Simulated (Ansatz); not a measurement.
CH6AlFSi can be A, `F[CH]([AlH2])[SiH3]`, or B, `[F][AlH][CH2][SiH3]`.

Program: Ansatz. Geometries: PBE0-D4/def2-TZVP. ΔE: electronic, gas phase. CCSD(T)/CBS is the MP2 limit (def2-TZVPP, def2-QZVPP) plus CCSD(T) − MP2 in def2-TZVPP, frozen cores. DFT in def2-TZVPP. Each species was taken in one conformer, which may not be the lowest.

Task: Which isomer does CCSD(T)/CBS put lower? Give the gap. (Estimate.)

Result: Ansatz gave: B, by 336.9 kJ/mol.

Task: Give E(B) − E(A) in kJ/mol with CCSD(T)/def2-TZVPP, PBE-D4, CCSD/def2-TZVPP, HF/def2-TZVPP, PBE0-D4, r2SCAN-D4, BLYP-D4. (An estimate is asked.)

Result: Ansatz gave: CCSD(T)/def2-TZVPP -334.1, PBE-D4 -312.8, CCSD/def2-TZVPP -335.0, HF/def2-TZVPP -329.4, PBE0-D4 -322.2, r2SCAN-D4 -330.0, BLYP-D4 -312.9. None reverses the order clearly.

Task: Does the order hold for the free energy at 298.15 K (harmonic terms from PBE0-D4)? (Best estimate.)

Result: The calculation gave: Yes: G(B) − G(A) = -328.6 kJ/mol, for one conformer each. Modes under 60 cm⁻¹, often nearly free rotors, make the harmonic entropy too high.

Largest T1 diagnostic: 0.012.

From PBE to PBE0 (25 % exact exchange), in def2-TZVPP and without D4, E(B) − E(A) moves by −9.3 kJ/mol. In def2-TZVPP, CCSD(T) changes the Hartree–Fock value by −4.7 kJ/mol (the triples alone add +0.9 kJ/mol) and MP2 by −20.9 kJ/mol.
